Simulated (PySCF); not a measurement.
## Exercise with solution: oscillator strength and radiative lifetime

AlClGeH4, SMILES [Cl][AlH][GeH3].

Geometry optimised at PBE0-D3(BJ)/def2-SVP.

PySCF with TDDFT-PBE0/def2-SVPD puts the first singlet state with f over 0.02 at 6.34 eV (vertical), with the transition dipole (0.265, -0.620, 0.000) in atomic units.

**Question.** Find the oscillator strength, the wavelength and the radiative lifetime that this transition would have in vacuum if emission retraced absorption.

**Answer.** 
|μ|² = 0.4546 au, so |μ| = 1.71 D. ΔE = 6.34/27.211 = 0.2330 hartree. f = (2/3) ΔE |μ|² = 0.071 (the program prints 0.071).
λ = 1239.84/6.34 = 196 nm; ν = 51136 cm⁻¹.
Einstein's coefficient A = 0.6670 ν² f s⁻¹ (ν in cm⁻¹) = 1.2e8 s⁻¹, so τ = 1/A = 8.1 ns. This state is S3; the lower singlets have f = 0.005, 0.008. The figure is the radiative limit of this one transition; relaxation, internal conversion, crossing to triplets and a medium change what is measured.
